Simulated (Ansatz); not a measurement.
Calculation: frozen-core CCSD(T)/def2-TZVPP // r2SCAN-D4/def2-SVP (Ansatz, an electronic-structure program).

Ansatz 0.2 input:
```yaml
crystal:
  periodic: [false, false, false]
  atoms:
    - { symbol: Zn, position_ang: [0.007538, 0.015007, 0.002823] }
    - { symbol: Cl, position_ang: [-0.918525, -1.828674, -0.343934] }
    - { symbol: Br, position_ang: [0.98827, 1.967533, 0.370056] }
basis:
  gaussian: { orbitals: def2-TZVPP }
correlation:
  method: ccsd_t
```

Output:

```
Functional definition: HF
1029 factors; integrals over basis functions are off by at most 1.3e-3 eV
mean field evaluation 1: about -130881.5780 eV, gradient 2.0e1 eV
mean field evaluation 2: about -130881.8117 eV, gradient 2.0e1 eV
mean field evaluation 4: about -130883.0109 eV, gradient 3.7e0 eV
mean field evaluation 8: about -130883.0380 eV, gradient 1.4e-1 eV
mean field evaluation 16: about -130882.3998 eV, gradient 1.7e1 eV
mean field -130883.03809188 eV, -4809.8629341671 hartree, gradient 3.9e-6 eV, S^2 0.000000; 0 other end points of the search recorded, 0 dependent functions left out
19 core orbitals not correlated
reference -130883.03809188 eV, -4809.8629341671 hartree; 22, 22 occupied and 113, 113 virtual orbitals, 1029 factors
second order -34.82621340 eV of doubles, -0.00000000 eV of singles
cycle   1  -31.84236059 eV  change     3.0e0 eV  update   1.4e-1
cycle   2  -32.98726831 eV  change    -1.1e0 eV  update   6.7e-2
cycle   3  -33.21418587 eV  change   -2.3e-1 eV  update   2.1e-2
cycle   4  -33.16109221 eV  change    5.3e-2 eV  update   8.0e-3
cycle   5  -33.13995026 eV  change    2.1e-2 eV  update   3.0e-3
cycle   6  -33.14497790 eV  change   -5.0e-3 eV  update   9.3e-4
cycle   7  -33.14541871 eV  change   -4.4e-4 eV  update   4.6e-4
cycle   8  -33.14470309 eV  change    7.2e-4 eV  update   1.5e-4
cycle   9  -33.14490108 eV  change   -2.0e-4 eV  update   5.1e-5
cycle  10  -33.14502232 eV  change   -1.2e-4 eV  update   1.5e-5
cycle  11  -33.14496280 eV  change    6.0e-5 eV  update   5.9e-6
cycle  12  -33.14495982 eV  change    3.0e-6 eV  update   2.2e-6
perturbative correction -0.93515755 eV, -0.0343664060 hartree
Total energy: -130917.11820924 eV, -4811.1153553798 hartree
```

Cost: about 23 core-seconds (a rough figure).
